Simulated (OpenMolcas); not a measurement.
**3s² 3p⁴ along the 16-electron sequence**

| Item | Value |
| --- | --- |
| Program | OpenMolcas |
| Method | XMS-CASPT2, IPEA 0.25 Eh, imaginary shift 0.1 Eh |
| Basis | ANO-RCC-VTZP |
| Scalar Hamiltonian | DKH2, point nucleus |
| Spin-orbit coupling | state interaction with AMFI integrals over the reference wave functions, term energies averaged over their components |

Active space for each ion: 6 electrons in 4 orbitals (3s 3p); closed shells correlated by CASPT2: 2s 2p.

Computed levels in cm-1 above ³P₂:

```
                               Level      S    Cl+   Ar2+
                                 ³P₁    368    650   1033
                                 ³P₀    538    939   1474
                                 ¹D₂   9850  12170  14730
                                 ¹S₀  23350  29100  34850
weight of ³P in the lowest level (%)    100    100    100
```

Measured, with the error of the calculation in %. Measured levels: S, Cl+ from NIST Handbook of Basic Atomic Spectroscopic Data; Ar2+ from Saloman, J. Phys. Chem. Ref. Data 39, 033101 (2010).

| Level | S | Cl+ | Ar2+ |
| --- | --- | --- | --- |
| ³P₁ | 396 (-7.0) | 696 (-6.6) | 1112 (-7.1) |
| ³P₀ | 574 (-6.2) | 996 (-5.7) | 1570 (-6.1) |
| ¹D₂ | 9239 (+6.6) | 11654 (+4.4) | 14010 (+5.1) |
| ¹S₀ | 22180 (+5.3) | 27878 (+4.4) | 33266 (+4.8) |

The fine-structure level ³P₀ changes by a factor of 2.74 from S to Ar2+. Its fourth root runs 4.82, 5.54, 6.20, with steps per unit of Z of 0.72, 0.66; equal steps would mean a (Z - σ)^4 law with constant σ.

¹D₂ changes by a factor of 1.5 over the same range, with steps per unit of Z of +2320, +2560 cm-1.

Term energies are means over components that CASPT2 splits; among the terms shown or strongly mixed into the levels shown the widest spread is 640 cm-1 (3s² 3p⁴ ¹D, Cl+). Over all roots computed the reference weight is 0.85 to 0.96 in Cl+, 0.86 to 0.96 in Ar2+; the roots of lowest weight are the least certain, and an intruder state may touch them. No level of 3s 3p⁵ was computed, though it lies in the active space (holds for S). Measured partners are found by configuration, term and J. A level has none where our copy of the source lacks it or the pairing is in doubt (some pairs that miss far off the trend of their configuration count as doubtful), and it then counts in no deviation. Only configurations of the active space appear.
